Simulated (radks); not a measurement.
Question: Radial electron density D(r) = 4 pi r^2 rho(r) of an atom or ion with 7 electrons. Method: scalar-relativistic Kohn-Sham, exchange-only LDA, spin-polarised, spherical densities, point nucleus; computed with a radial shooting solver on a logarithmic mesh with Libxc functionals.

```
   r/bohr * D(r) (the largest magnitude, 7.3, reaches the edge; | marks zero)
  0.01541 |   *
  0.01927 |    *
  0.02392 |       *
  0.02993 |          *
  0.03714 |               *
  0.04647 |                     *
  0.05767 |                            *
  0.07215 |                                    *
  0.08955 |                                            *
    0.112 |                                                  *
    0.139 |                                                      *
    0.174 |                                                     *
   0.2159 |                                               *
   0.2701 |                                     *
   0.3352 |                          *
   0.4194 |                   *
   0.5205 |                 *
   0.6512 |                   *
   0.8082 |                       *
    1.011 |                         *
    1.255 |                      *
     1.57 |                *
    1.948 |          *
    2.438 |    *
    3.025 | *
    3.785 |*
    4.697 *
    5.877 *
    7.294 *
```

What is the nuclear charge?

Answer: Z = 7. The innermost maximum, from 1s, lies near gamma/Z bohr with gamma = sqrt(1 - (Z/c)^2) = 0.999, here 0.143 bohr (found: 0.149), and its height grows with Z. The density is that of neutral nitrogen in [He] 2s2 2p3; the configuration itself is not fixed sharply by these data. D(r) has 2 maxima, at r = 0.149, 0.987 bohr, and minima at 0.508 bohr, inside which lie 2.18 electrons.
